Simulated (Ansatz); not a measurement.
FGeH4In, SMILES `[F][InH][GeH3]` at its PBE0-D4/def2-TZVP geometry, where that method's forces vanish. Total charge 0; spin multiplicity 1. In takes the def2 core potential.

```xyz
7

F    -1.4407    0.0040   -2.3082
In   -0.2465    0.9315   -1.0519
Ge    0.3034   -0.6164    0.9476
H     0.1080    2.5027   -1.6398
H     0.7167    0.1981    2.1846
H    -0.9146   -1.4813    1.3007
H     1.4737   -1.5386    0.5670
```

What forces (eV/Å) does PBE-D4/def2-TZVPP give on these atoms in Ansatz 0.2.0? (Estimate.)

The calculation gave: 
```
F1  -0.285 -0.223 -0.301
In2  0.240  0.159  0.270
Ge3 -0.021  0.031 -0.035
H4   0.026  0.145 -0.063
H5   0.043  0.075  0.123
H6  -0.116 -0.092  0.039
H7   0.113 -0.095 -0.033
```
